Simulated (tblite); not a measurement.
Species: C₅H₁₀Cl₂Si.
Numbering: `[Cl:1][CH2:2][Si@H:3]([Cl:4])[CH2:5][CH:6]1[CH2:7][CH2:8]1` (hydrogens: H9, H10 on C2; H11 on Si3; H12, H13 on C5; H14 on C6; H15, H16 on C7; H17, H18 on C8)

Geometry (GFN2-xTB, Å), atoms numbered from 1 in this order:
```
atom  x, y, z in Å
Cl1    1.7470    2.4158    0.4082
C2     2.1147    0.9162   -0.4887
Si3    1.7306   -0.6028    0.6142
Cl4    2.2190   -2.2380   -0.4715
C5    -0.1258   -0.6251    1.0439
C6    -1.0188   -0.6598   -0.1785
C7    -2.4300   -0.1652   -0.0775
C8    -1.4120    0.6213   -0.8475
H9     3.1634    0.9747   -0.7731
H10    1.5105    0.9423   -1.3934
H11    2.5707   -0.5527    1.8093
H12   -0.3743    0.2564    1.6358
H13   -0.3457   -1.4941    1.6690
H14   -0.8470   -1.5158   -0.8203
H15   -2.7627    0.2290    0.8707
H16   -3.2011   -0.6858   -0.6242
H17   -1.4882    0.6435   -1.9243
H18   -1.0593    1.5464   -0.4172
```

Level: GFN2-xTB in tblite, geometry and Hessian alike; calculated harmonic values, unscaled, isolated species. The method is semi-empirical: single wavenumbers can be off by several per cent or more. Modes of hydrogen on silicon can be 10 to 20 % off. One conformer, not necessarily the lowest.

Harmonic wavenumbers (cm⁻¹): 34.5, 46.8, 84.1, 98.4, 107.1, 152.6, 202.7, 242.2, 344.3, 390.0, 490.8, 610.2, 617.3, 653.7, 721.8, 747.8, 773.9, 783.4, 809.2, 864.5, 879.5, 978.3, 1007.9, 1068.1, 1076.1, 1090.4, 1098.4, 1117.0, 1158.6, 1192.4, 1197.2, 1243.6, 1262.9, 1390.0, 1424.3, 1440.1, 1462.5, 1492.8, 2266.9, 2959.7, 2990.8, 2992.4, 2993.6, 3041.7, 3086.6, 3091.2, 3092.2, 3110.5.

A = 1061, B = 998.8, C = 587.2 MHz; mass 167.993 u (most abundant isotopes); point group C1, symmetry number 1.

Question: Zero-point energy?

Answer: Half the sum of the wavenumbers: 29990 cm⁻¹ = 85.75 kcal/mol.

Question: What is S at 500 K and 1 bar for an ideal gas of classical rigid rotors and harmonic oscillators?

Answer: Translation 43.86, rotation 32.17, vibration 54.43: S = 130.5 cal/(mol K).

Question: And Cp and H(500 K) − H(0)?

Answer: Cp = 56.47 cal/(mol K), of which vibrations give 48.52 (their classical limit is 48 R = 95.4); H(500 K) − H(0) = 17.03 kcal/mol without the zero-point energy, 13.06 from vibrations.

Question: Blend soft modes into free rotors: weight 1/[1 + (100 cm⁻¹/ν̃)⁴] for the oscillator and the rest for a rotor with moment μB/(μ + B), μ = h/(8π²ν), B = 10⁻⁴⁴ kg m². What vibrational entropy results?

Answer: 48.53 cal/(mol K) in place of 54.43, which changes −T·S at 500 K by +2.95 kcal/mol.

Question: What must be added to the electronic energy to get the Gibbs energy at 500 K and 1 bar?

Answer: ZPE + [H(500 K) − H(0)] − T·S = 85.75 + 17.03 − 65.23 = 37.55 kcal/mol.

Question: Which modes carry the vibrational entropy at 500 K?

Answer: 34.5 cm⁻¹: 6.58; 46.8 cm⁻¹: 5.97; 84.1 cm⁻¹: 4.81; 98.4 cm⁻¹: 4.50; 107.1 cm⁻¹: 4.33; 152.6 cm⁻¹: 3.64 cal/(mol K); the other 42 give 24.59 together.

Hindered rotation and anharmonicity are outside this model. Other conformers, if any are populated, would add a mixing term that is left out. The structure is chiral; the term R ln 2 for an equal mix with its mirror image is left out.

Hardware: an Arm Neoverse V2 with one thread (shared host). Cost: 0.78 s of wall time. This covers the Hessian and the dipole derivatives.
